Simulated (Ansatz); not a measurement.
This geometry of ClF2H3W (7 atoms, charge 0, multiplicity 1) is a first-order saddle point.

Theory: RKS B3LYP-D4/def2-SVP in Ansatz.

```xyz
7
Properties=species:S:1:pos:R:3
W -0.019 0.396 -0.360
F 0.734 0.196 1.639
H 0.800 -0.779 0.982
F 0.042 2.153 0.220
H -1.348 -0.436 0.233
H 0.718 -1.221 0.079
Cl 0.013 -0.179 -2.524
```

Problem. Which two structures does it join? (They come from a converged band through this point; their orientation in space is the band's.)

Solution. Bonds broken: W1–H3. Bonds formed: F2–H3.

Initial state:

```xyz
7
Properties=species:S:1:pos:R:3
W 0.137 0.240 0.022
F 0.648 0.430 1.789
H 1.396 -0.906 0.061
F -0.376 2.092 0.134
H -1.396 -0.424 0.128
H 0.110 -1.447 0.345
Cl 0.420 0.145 -2.210
```

Final state:

```xyz
7
Properties=species:S:1:pos:R:3
W -0.053 0.388 -0.523
F 0.730 0.076 1.766
H 0.913 -0.799 1.456
F -0.028 2.019 0.344
H -1.308 -0.518 0.129
H 0.766 -1.079 -0.169
Cl -0.080 0.044 -2.733
```

Problem. How far does it lie above each of them?

Solution. 166.1 kJ/mol above the first and 18.9 kJ/mol above the second. This is the barrier of this one path; another mechanism may lie lower. The orbitals stay closed-shell, which can raise the energy where a bond breaks towards radicals; this wasn't checked here.

Time of the run: 4.6 min on 2 threads of Arm Neoverse V1, with other jobs on the host, peak memory 0.21 GiB.
